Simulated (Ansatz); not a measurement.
Ta₄Si₃. The state is a triplet with charge 0. Geometry PBE-D4/def2-SVP; atoms count from 1.

```xyz
7

Ta   -0.668    1.444   -0.732
Ta   -1.226    0.095    1.460
Ta    0.621   -0.634   -1.227
Ta   -1.878   -1.027   -0.705
Si    0.005   -2.039    0.815
Si    1.176    0.549    1.154
Si    1.971    1.612   -0.764
```

In the def2 sets Ta takes a core potential; there is no spin–orbit coupling. The structure comes from a short search, and lower isomers may exist.

Problem. Estimate the Mulliken populations from the PBE0/def2-TZVP orbitals of Ansatz.

Solution. 
```csv
atom,charge (e),spin (α − β),d electrons
Ta1,0.23,0.07,3.57
Ta2,0.15,0.16,3.63
Ta3,0.27,-0.04,3.59
Ta4,0.05,1.05,3.67
Si5,-0.26,0.12,–
Si6,-0.12,0.05,–
Si7,-0.32,0.59,–
```
Mulliken values and Mayer orders depend strongly on the basis.

Problem. Where does the spin sit?

Solution. Summed by element: Ta 1.24, Si 0.76, of 2 unpaired in all. Largest on single atoms: Ta4 1.05, Si7 0.59, Ta2 0.16.

Problem. And the Mayer bond orders between bonded heavy atoms (over 0.3)?

Solution. Ta1–Ta2 1.49 (2.63 Å); Ta1–Ta3 1.70 (2.49 Å); Ta1–Ta4 1.07 (2.75 Å); Ta1–Si6 0.48 (2.79 Å); Ta1–Si7 0.94 (2.64 Å); Ta2–Ta3 0.33 (3.34 Å); Ta2–Ta4 1.73 (2.52 Å); Ta2–Si5 1.02 (2.55 Å); Ta2–Si6 1.11 (2.46 Å); Ta3–Ta4 1.44 (2.58 Å); Ta3–Si5 1.01 (2.55 Å); Ta3–Si6 0.62 (2.72 Å); Ta3–Si7 0.82 (2.66 Å); Ta4–Si5 0.91 (2.62 Å); Si6–Si7 0.97 (2.33 Å). Values over 0.3 also appear between atoms too far apart for a bond (Si5–Si6 0.30 at 2.86 Å); they arise where an orbital or an unpaired electron spreads over both atoms.
